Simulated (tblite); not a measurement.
Species: C7H13 (doublet state).
Geometry (GFN2-xTB, Å), atoms numbered from 1 in this order:
```
atom  x, y, z in Å
C1    -1.7626    1.7611    0.6301
C2    -0.6979    1.0609    0.4123
C3    -0.2214   -0.2528   -0.0290
C4    -1.2969   -0.9450   -0.8933
C5     0.0611   -1.1162    1.2079
C6     1.0529   -0.0816   -0.8845
C7     2.1568    0.6920   -0.1732
H8    -1.7155    2.7767    0.9986
H9    -2.7816    1.3996    0.4664
H10   -0.9360   -1.9162   -1.2260
H11   -2.2085   -1.0896   -0.3189
H12   -1.5294   -0.3403   -1.7665
H13    0.4876   -2.0717    0.9097
H14   -0.8627   -1.3005    1.7522
H15    0.7545   -0.6169    1.8787
H16    0.7794    0.4542   -1.7968
H17    1.4208   -1.0687   -1.1744
H18    2.5526    0.1305    0.6691
H19    2.9758    0.8959   -0.8594
H20    1.7658    1.6393    0.1940
```

The geometry is computed with GFN2-xTB (gas phase). This method treats the open shell by occupation alone, without spin polarisation.

Take the most abundant isotopes and a rigid rotor. The values belong to one conformer with, in the numbering `[CH2:1]=[C:2][C:3]([CH3:4])([CH3:5])[CH2:6][CH3:7]`, C1–C2–C3–C4 23°, C2–C3–C6–C7 55°.

Question: Give the principal moments of inertia and the rotational constants in MHz.

Answer: Ia = 164.01, Ib = 237.91, Ic = 287.27 u·Å²; 505379 MHz·u·Å²/I gives A = 3081, B = 2124, C = 1759 MHz.

Question: What kind of rotor is it?

Answer: An asymmetric top: κ = (2 × 2124 − 3081 − 1759)/(3081 − 1759) = -0.45.

Question: Is it planar, by Δ = Ic − Ia − Ib?

Answer: Not planar: Δ = Ic − Ia − Ib = -114.65 u·Å². For a rigid frame Δ = −2 Σ m c², so Σ m c² = 57.33 u·Å² lies off the ab plane: 18.98 from hydrogen and 38.35 from heavier atoms. The atom farthest from that plane is 2.06 Å away.

Question: Give the other two planar moments, Paa and Pbb, and the rms extents of the mass along the axes.

Answer: Paa = Σ m a² = (Ib + Ic − Ia)/2 = 180.59 and Pbb = Σ m b² = (Ia + Ic − Ib)/2 = 106.68 u·Å². With the mass M = 97.10 u, the rms extents √(P/M) along a, b and c are 1.36, 1.05, 0.77 Å.

Question: List the rotational levels J(Ka,Kc) to J = 5 (MHz).

Answer: Above 0(0,0):
J = 1: 1(0,1) 3883, 1(1,1) 4841, 1(1,0) 5206
J = 2: 2(0,2) 11564, 2(1,2) 12243, 2(1,1) 13337, 2(2,1) 16209, 2(2,0) 16295
J = 3: 3(0,3) 22898, 3(1,3) 23297, 3(1,2) 25473, 3(2,2) 27859, 3(2,1) 28262, 3(3,1) 33607, 3(3,0) 33620
J = 4: 4(0,4) 37761, 4(1,4) 37961, 4(1,3) 41522, 4(2,3) 43325, 4(2,2) 44397, 4(3,2) 49280, 4(3,1) 49369, 4(4,1) 57137, 4(4,0) 57139
J = 5: 5(0,5) 56108, 5(1,5) 56198, 5(1,4) 61342, 5(2,4) 62552, 5(2,3) 64681, 5(3,3) 68882, 5(3,2) 69213, 5(4,2) 76745, 5(4,1) 76759, 5(5,1) 86827, 5(5,0) 86827
Those of J = 1 are B + C, A + C and A + B.

Question: Estimate the classical rotational partition function at 100 K, 200 K and 298.15 K.

Answer: Point group C1, symmetry number σ = 1; q = (√π/σ)·√((kT/h)³/(ABC)), k/h = 20836.6 MHz/K: 49700 at 100 K, 141000 at 200 K, 256000 at 298.15 K.

For this open shell read J as N, the rotation without spin; fine and hyperfine splittings come on top. Its GFN2-xTB frequencies are all real (lowest 20 cm⁻¹). No vibrational averaging or centrifugal distortion is included, and the geometry carries the error of its method.

The run took 0.49 s of wall time on one thread of an Arm Neoverse V1, no GPU, shared host. These figures are those of the optimisation.
